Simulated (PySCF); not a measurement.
Compound: Ti(OEt)2(OMe)2, C₆H₁₆O₄Ti (singlet state).
Structure used (PBE0-D3(BJ)/def2-SVP), in Å, numbered top down from 1:
```xyz
27
C6H16O4Ti angstrom
Ti    -0.8363    0.2158   -0.4579
O      0.0378    0.3442    1.0722
C      0.8948    0.5099    2.1475
C      1.5703   -0.7930    2.5257
H      1.6581    1.2706    1.8961
H      0.3257    0.9055    3.0096
H      2.2571   -0.6458    3.3735
H      0.8231   -1.5488    2.8114
H      2.1485   -1.1879    1.6766
O      0.3320    0.3907   -1.7853
C      1.5668    0.5514   -2.3906
C      2.6740    0.7711   -1.3773
H      1.7919   -0.3402   -3.0068
H      1.5204    1.4098   -3.0877
H      3.6458    0.9013   -1.8779
H      2.4712    1.6694   -0.7739
H      2.7485   -0.0884   -0.6932
O     -2.0897    1.4779   -0.5941
C     -3.4383    1.7738   -0.5308
H     -4.0585    0.8579   -0.5106
H     -3.7480    2.3728   -1.4064
H     -3.6736    2.3624    0.3752
O     -1.6259   -1.3756   -0.4947
C     -1.7562   -2.6805   -0.0620
H     -1.3169   -3.3872   -0.7894
H     -2.8213   -2.9461    0.0605
H     -1.2539   -2.8370    0.9109
```

Method used: TDDFT PBE0/def2-SVPD, vertical, gas phase, core orbitals frozen in the response in PySCF 2.14.0, density-fitted response routines.

Transition dipole moments from the ground state, in atomic units and in the frame of the coordinates above (overall signs are arbitrary), for the states with f of 0.002 or more among the lowest 10:

```tsv
state	E (hartree)	μx	μy	μz
S3	0.2010	-0.221	0.001	-0.051
S4	0.2049	0.133	-0.199	-0.231
S5	0.2082	-0.357	-0.152	0.165
S6	0.2094	0.222	-0.294	0.249
S8	0.2193	-0.021	-0.091	-0.149
S9	0.2207	-0.163	-0.070	-0.020
S10	0.2229	0.001	-0.063	0.123
```

Question: What oscillator strength does each state have?

Answer: f = (2/3) ΔE |μ|² with ΔE in hartree (27.2114 eV).

```json
{"state": "S3", "|μ|² (au)": "0.051", "|μ| (D)": "0.58", "f": "0.007"}
{"state": "S4", "|μ|² (au)": "0.110", "|μ| (D)": "0.84", "f": "0.015"}
{"state": "S5", "|μ|² (au)": "0.178", "|μ| (D)": "1.07", "f": "0.025"}
{"state": "S6", "|μ|² (au)": "0.198", "|μ| (D)": "1.13", "f": "0.028"}
{"state": "S8", "|μ|² (au)": "0.031", "|μ| (D)": "0.45", "f": "0.005"}
{"state": "S9", "|μ|² (au)": "0.032", "|μ| (D)": "0.45", "f": "0.005"}
{"state": "S10", "|μ|² (au)": "0.019", "|μ| (D)": "0.35", "f": "0.003"}
```

Question: Which bond between heavy atoms lies closest to the direction of the S6 transition dipole?

Answer: C3–C4, at 21° from it; next Ti1–O18 at 31°.

Question: What angle do the transition dipoles of S4 and S6 make?

Answer: |cos θ| = |μa·μb| / (|μa| |μb|) = 0.21, so θ ≈ 78° (taken between 0 and 90°, since the signs are arbitrary).

Question: How is the summed strength of these states shared among x, y and z?

Answer: (2/3) Σ ΔE μα² gives 0.037 for x, 0.023 for y and 0.026 for z, 0.086 in all.

Question: What peak molar absorption coefficient would the strongest computed level give as a lone Gaussian band 0.4 eV wide at half height?

Answer: ε(max) = 2.175×10⁸ f / FWHM, with the width in cm⁻¹. S6: 2.175×10⁸ × 0.0276 / 3226 ≈ 1900 L mol⁻¹ cm⁻¹.

On 2 threads, Intel Xeon 6975P-C (x86_64), no GPU, shared host with 192 logical CPUs at a one-minute load of 103, this took 2.1 min wall, 4.6 min CPU (with the writing of density and orbital grids) and 2.7 GiB of memory at its peak.
